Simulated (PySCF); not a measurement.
**Cost of response and excited-state runs on `FB(F)c1nccs1`, C₃H₂BF₂NS**

Molfile (atoms numbered from 1):
```
C3H2BF2NS
     RDKit          3D

 10 10  0  0  0  0  0  0  0  0999 V2000
    2.8728   -1.0653    0.2812 F   0  0  0  0  0  0  0  0  0  0  0  0
    2.1436    0.0272    0.2635 B   0  0  0  0  0  0  0  0  0  0  0  0
    2.8229    1.1478    0.4198 F   0  0  0  0  0  0  0  0  0  0  0  0
    0.6138    0.0210    0.0744 C   0  0  0  0  0  0  0  0  0  0  0  0
   -0.1315   -1.0279   -0.0853 N   0  0  0  0  0  0  0  0  0  0  0  0
   -1.4295   -0.7389   -0.2260 C   0  0  0  0  0  0  0  0  0  0  0  0
   -1.7334    0.5944   -0.1769 C   0  0  0  0  0  0  0  0  0  0  0  0
   -0.3224    1.5225    0.0561 S   0  0  0  0  0  0  0  0  0  0  0  0
   -2.1346   -1.5380   -0.3642 H   0  0  0  0  0  0  0  0  0  0  0  0
   -2.6930    1.0620   -0.2652 H   0  0  0  0  0  0  0  0  0  0  0  0
  1  2  1  0
  2  3  1  0
  2  4  1  0
  4  5  2  0
  5  6  1  0
  6  7  2  0
  7  8  1  0
  8  4  1  0
  6  9  1  0
  7 10  1  0
M  END
```

PySCF with density fitting, on 1 thread of an Arm Neoverse V1, shared host. Command: `OMP_NUM_THREADS=1 python excited_run.py task.json out`

Problem. How long does each of these runs take, and how much memory?
- first hyperpolarisability, CAM-B3LYP/def2-SVPD; wavelengths [1064, 800] nm
- excited states, B3LYP/def2-SVP; Tamm-Dancoff; spin-orbit couplings; 8 states; 5 triplets; quadratic response for 4 states
- excited states, LC-wPBE/def2-SVPD; two-photon moments; 6 states; quadratic response for 5 states; 0 triplets

Solution. 
```tsv
run	level	basis functions	wall time	peak memory (GiB)
first hyperpolarisability	CAM-B3LYP/def2-SVPD	189	29 s	0.7
excited states	B3LYP/def2-SVP	126	14 s	0.53
excited states	LC-wPBE/def2-SVPD	189	41 s	0.7
```
Times from a shared host are rough.
